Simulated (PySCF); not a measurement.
A PySCF script (with the pyscf-properties extension) for the NMR shieldings of `N#CC1=N[SiH2]C(=O)C1`, C₄H₄N₂OSi, on a GFN2-xTB geometry:

```python
import basis_set_exchange as bse
import numpy as np
from pyscf import gto, dft
from pyscf.prop import nmr

atoms = """
N     3.095989    1.516170   -0.829815
C     2.046800    1.140049   -0.566343
C     0.760266    0.624523   -0.237466
N    -0.240560    1.393294   -0.122667
Si   -1.720267    0.556621    0.286613
C    -0.804899   -1.152288    0.317893
O    -1.216932   -2.257803    0.555919
C     0.652466   -0.863505   -0.035574
H    -2.171048    0.980932    1.601184
H    -2.662055    0.665879   -0.814886
H     1.320518   -1.201758    0.761319
H     0.940920   -1.402799   -0.942203
"""
names = dict.fromkeys(["N", "C", "Si", "O", "H"], "pcSseg-1")
basis = {el: gto.basis.parse(bse.get_basis(n, elements=[el], fmt="nwchem")) for el, n in names.items()}
mol = gto.M(atom=atoms, basis=basis, charge=0, verbose=0)
mf = dft.RKS(mol, xc="PBE0")
mf.grids.level = 2
mf.grids.alignment = dft.numint.BLKSIZE   # the property module wants whole blocks of grid points
mf.conv_tol = 1e-9
mf.kernel()

calc = nmr.RKS(mf)   # GIAO
C = mf.mo_coeff
Co = C[:, mf.mo_occ > 0]
resp = mf.gen_response(singlet=True, hermi=2)
def vind(x):   # induced exchange potential for any number of trial vectors
    d = np.einsum("pi,xij,qj->xpq", C, 2 * x.reshape(-1, C.shape[1], Co.shape[1]), Co, optimize=True)
    return np.einsum("xpq,pi,qj->xij", resp(d - d.transpose(0, 2, 1)), C, Co, optimize=True).ravel()
mo1, _ = nmr.rhf.solve_mo1(calc, with_cphf=vind)
sigma = calc.kernel(mo1)
for i, s in enumerate(sigma):   # ppm
    print("%2d %-2s %9.2f" % (i, mol.atom_pure_symbol(i), np.trace(s) / 3))
```

Question: What does it print?

Answer: 
```
 0 N     -52.65
 1 C      67.96
 2 C      15.72
 3 N    -180.11
 4 Si    401.64
 5 C     -63.69
 6 O    -560.99
 7 C     127.58
 8 H      26.81
 9 H      26.81
10 H      28.57
11 H      28.59
```

These numbers come from an equivalent density-fitted implementation of the same equations, which agrees with the script to about 0.01 ppm for H and up to a few tenths of a ppm for heavy atoms, so last digits may differ.

Question: Turn these shieldings into chemical shifts. Chemical shifts δ = σref − σ; 15N (σ = 267.73 ppm) vs NH3; 13C (σ = 186.93 ppm), 29Si (σ = 349.16 ppm), 1H (σ = 31.72 ppm) vs TMS; 17O (σ = 336.08 ppm) against H2O, all at this level.

Answer: Averaging equivalent atoms: N 3: 447.8; N 0: 320.4; C 5: 250.6; C 2: 171.2; C 1: 119.0; C 7: 59.3; Si 4: -52.5; O 6: 897.1; H 8/9: 4.90; H 10/11: 3.14 ppm. Unscaled 17O shifts of doubly bonded oxygen tend to come out too high, by tens of ppm or more. Experimental scales use liquid or dissolved standards, which lie at an offset from isolated NH3 (liquid NH3: subtract about 20 ppm) and H2O (liquid H2O: subtract about 36 ppm). Unscaled 15N shifts of sp2 nitrogen come out 20 to 40 ppm too high even then.

Size and cost of the density-fitted run: 163 basis functions, 20 s wall time on 1 thread of an Intel Xeon 6975P-C, shared host; peak memory 0.74 GiB.
